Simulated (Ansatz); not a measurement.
CH5FOSi, SMILES `OC(F)[SiH3]`. Total charge 0; spin multiplicity 1. All single points use the PBE0-D4/def2-TZVP geometry. It is one conformer, not always the lowest.

```xyz
9

O     0.873   -1.374    0.049
C     0.140   -0.355    0.614
F    -1.006   -0.872    1.225
Si   -0.394    0.861   -0.762
H     1.270   -1.910    0.744
H     0.691    0.144    1.424
H    -1.134    0.111   -1.805
H    -1.260    1.901   -0.153
H     0.820    1.495   -1.336
```

Task: What is the dipole moment at r2SCAN/def2-TZVPP? (Best estimate.)

Result: Ansatz gave: 1.72 D, with components (1.51, 0.35, 0.76) D in this frame, pointing from negative to positive charge.

Task: And with PBE, B3LYP, ωB97M-V? (Estimate.)

Result: The calculation gave: PBE 1.69 D, B3LYP 1.75 D, ωB97M-V 1.74 D.

Task: Give the Mulliken charges with r2SCAN, ωB97M-V, B3LYP in def2-TZVPP. (Estimate.)

Result: Computed: 
| atom | r2SCAN | ωB97M-V | B3LYP |
| --- | --- | --- | --- |
| O1 | -0.32 | -0.29 | -0.30 |
| C2 | 0.21 | 0.12 | 0.18 |
| F3 | -0.24 | -0.23 | -0.25 |
| Si4 | 0.29 | 0.17 | 0.27 |
| H5 | 0.20 | 0.18 | 0.19 |
| H6 | 0.04 | 0.10 | 0.08 |
| H7 | -0.05 | -0.01 | -0.05 |
| H8 | -0.06 | -0.02 | -0.06 |
| H9 | -0.07 | -0.02 | -0.06 |

B3LYP here is the variant with VWN-RPA as its local correlation; programs differ in this.
